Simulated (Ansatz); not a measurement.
Computed with Ansatz on PBE0-D4/def2-TZVP structures; ΔE is electronic, products minus reactants. CBS: MP2 limit from def2 TZ/QZ plus the TZ coupled-cluster correction, frozen cores. This one scheme is used for every species. Functionals use def2-TZVPP. Elements past krypton have def2 core potentials. For In outer-core shells are correlated without core-valence functions, which leaves a few kJ/mol of doubt a bond. Each species was taken in one conformer, which may not be the lowest.

`[SH][InH][SH]` + H–F → `[F][InH][SH]` + H₂S  (ligand exchange at the In–S bond)

`[SH][InH][SH]`:

Z-matrix (Å, degrees):
```
In
S 1 2.378
S 1 2.382 2 113.4
H 1 1.705 2 122.6 3 180.0
H 2 1.344 1 93.7 3 0.1
H 3 1.343 1 94.1 2 -179.9
```

H–F:

Z-matrix (Å, degrees):
```
F
H 1 0.920
```

`[F][InH][SH]`:

```xyz
5

F     0.119    1.598   -0.994
In    0.475   -0.251   -0.470
S    -0.830   -0.729    1.437
H     1.578   -1.133   -1.404
H    -1.343    0.514    1.432
```

H₂S:

Cartesian coordinates in Å:
```
S 0.560 0.236 -0.122
H 0.128 -0.963 0.297
H -0.688 0.727 -0.175
```

CCSD(T)/CBS gives +0.30 eV.

(1) Another level gave +0.22 eV. Which?
A. ωB97M-V/def2-TZVPP
B. BLYP-D4/def2-TZVPP
C. BLYP/def2-TZVPP
D. CCSD(T)/def2-TZVPP

Largest T1 diagnostic among the species: 0.016.

Answers

(1) A. ωB97M-V 0.22, BLYP-D4 0.14, CCSD(T)/def2-TZVPP 0.30, BLYP 0.07 eV.

From BLYP to BHLYP (50 % exact exchange), in def2-TZVPP and without D4, ΔE moves by +0.12 eV. In def2-TZVPP, CCSD(T) changes the Hartree–Fock value by +0.11 eV (the triples alone add +0.02 eV) and MP2 by +0.19 eV.
